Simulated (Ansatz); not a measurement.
Relaxation of CH4F2OSi2 (10 atoms, charge 0, multiplicity 1), to a largest force component of 0.015 eV/Å in at most 40 steps.

Level of theory: RKS PBE-D4/STO-3G (Ansatz 0.2.0).

```xyz
10
Properties=species:S:1:pos:R:3
O -1.101 -1.557 0.893
C -0.484 -0.626 0.369
Si 0.010 -0.689 -1.410
Si 0.153 0.877 1.298
F -0.436 2.176 0.732
F -0.260 0.707 2.876
H -0.296 0.549 -2.131
H -0.543 -1.803 -2.144
H 1.519 -0.842 -1.488
H 1.686 0.921 1.274
```

**Question.** Where does it end, and by what steps?

**Answer.** It converged. Limits of this set-up: minimal basis. After 7 steps the energy has fallen by 0.663 eV; F6 moved furthest, 0.17 Å.

```
step  energy less start (eV)  largest force component (eV/Å)  accepted
   0                  0.0000                           4.341       yes
   1                 -0.5290                           2.281       yes
   2                 -0.6449                           0.606       yes
   3                 -0.6490                           0.294       yes
   4                 -0.6340                           0.694        no
   5                 -0.6616                           0.046       yes
   6                 -0.6627                           0.063       yes
   7                 -0.6629                           0.010       yes
```

```xyz
10
Properties=species:S:1:pos:R:3
O -1.156 -1.613 0.902
C -0.457 -0.696 0.375
Si 0.069 -0.730 -1.501
Si 0.189 0.869 1.392
F -0.448 2.256 0.751
F -0.270 0.838 2.978
H -0.300 0.540 -2.112
H -0.558 -1.822 -2.230
H 1.518 -0.863 -1.585
H 1.661 0.935 1.300
```

The run took 25 s on 1 thread of Arm Neoverse V1, with other jobs on the host, peak memory 0.15 GiB.
